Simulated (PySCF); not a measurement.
## Electric properties by functional and basis

C₄H₁₁As.
SMILES with atom numbers: `[CH3:1][AsH:2][CH:3]([CH3:4])[CH3:5]` (hydrogens: H6, H7, H8 on C1; H9 on As2; H10 on C3; H11, H12, H13 on C4; H14, H15, H16 on C5)

Cartesian coordinates in Å at the PBE0-D3(BJ)/def2-SVP level; atoms count from 1:
```xyz
16
C4H11As angstrom
C      2.3966   -0.3964    0.1072
As     1.0380    0.8846    0.7327
C     -0.5547    0.0426   -0.1181
C     -0.9317   -1.2243    0.6370
C     -1.7021    1.0410   -0.1661
H      3.3934    0.0557    0.2097
H      2.2396   -0.6879   -0.9412
H      2.3654   -1.2943    0.7407
H      1.2649    1.8886   -0.3970
H     -0.2605   -0.2234   -1.1473
H     -1.8027   -1.7140    0.1701
H     -0.1119   -1.9591    0.6526
H     -1.2002   -1.0000    1.6827
H     -2.5903    0.5937   -0.6431
H     -1.4385    1.9454   -0.7361
H     -1.9989    1.3583    0.8473
```

PySCF, dipoles from the SCF density, polarisabilities from static response with core orbitals frozen. The structure is a single PBE0-D3(BJ)/def2-SVP conformer in the gas phase; no vibrational or solvent corrections. The LDA/def2-SVPD calculation is non-relativistic and has no spin–orbit coupling, an omission that weighs most on arsenic.

The anisotropy is √(½[(α1 − α2)² + (α2 − α3)² + (α3 − α1)²]).

```
              level  μ (D)  α (Å³)  anisotropy (Å³)
      LDA/def2-SVPD  1.207   13.05             3.38
      PBE/def2-SVPD  1.156   12.86             3.33
    B3LYP/def2-SVPD  1.122   12.56             3.20
     PBE0/def2-SVPD  1.199   12.45             3.18
BHandHLYP/def2-SVPD  1.162   12.20             3.08
CAM-B3LYP/def2-SVPD  1.144   12.37             3.09
  wB97X-D/def2-SVPD  1.210   12.39             3.04
  LC-wPBE/def2-SVPD  1.219   12.04             2.94
       HF/def2-SVPD  1.290   11.88             2.93
        PBE0/6-31G*  1.385   10.42             2.92
      PBE0/def2-SVP  1.160   10.82             3.12
   PBE0/aug-cc-pVDZ  1.227   12.79             3.21
     PBE0/def2-TZVP  1.157   12.09             3.30
```

The dipole runs from 1.12 D (B3LYP/def2-SVPD) to 1.38 D (PBE0/6-31G*). No reference polarisability is at hand; against PBE0 in the largest diffuse basis at hand (aug-cc-pVDZ) the other PBE0 rows deviate by 6-31G* -19%, def2-SVP -15%, def2-SVPD -3%, def2-TZVP -5%. In one basis (def2-SVPD) the functionals order the polarisability from HF (lowest) to LDA (highest), a spread of 10%. With PBE0 the polarisability is 11.11 Å³ without diffuse functions (mean of 6-31G*, def2-SVP and def2-TZVP) and 12.62 Å³ with them (mean of def2-SVPD and aug-cc-pVDZ).
